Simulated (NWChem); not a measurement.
System: C₂H₇NTe; SMILES CN(C)[TeH]

Input file for NWChem:

```
start job
memory heap 200 mb stack 900 mb global 1100 mb
geometry units angstroms noautoz
  Te    -0.026771    -0.846309     0.014324
  H     -0.037136    -1.205038    -1.635830
  N     -0.013534     1.227074    -0.327036
  C      1.206745     1.895381     0.101532
  C     -1.214643     1.914124     0.125349
  H      1.209265     2.925140    -0.324218
  H      1.321758     2.003625     1.211149
  H      2.097038     1.365500    -0.287866
  H     -1.306987     2.022606     1.237064
  H     -1.208664     2.944494    -0.298857
  H     -2.120484     1.399182    -0.247930
end
basis spherical
  * library def2-svp
end
ecp
  Te library def2-ecp
end
dft
  xc xpbe96 cpbe96
  iterations 150
  mulliken
end
task dft energy
```

Structure relaxed at the PBE-D3(BJ)/def2-SVP level. No frequency run checked for a minimum. def2 effective core potentials on Te; no spin-orbit coupling.

Question: Predict the main results of this run. (PBE/def2-SVP with def2 effective core potentials on Te.) Quantities: energy (Ha); highest occupied level (eV); orbital gap (eV); dipole (D).

Answer: 
```yaml
energy (Ha): -402.86
highest occupied level (eV): -4.95
orbital gap (eV): 3.01
dipole (D): 0.65
```
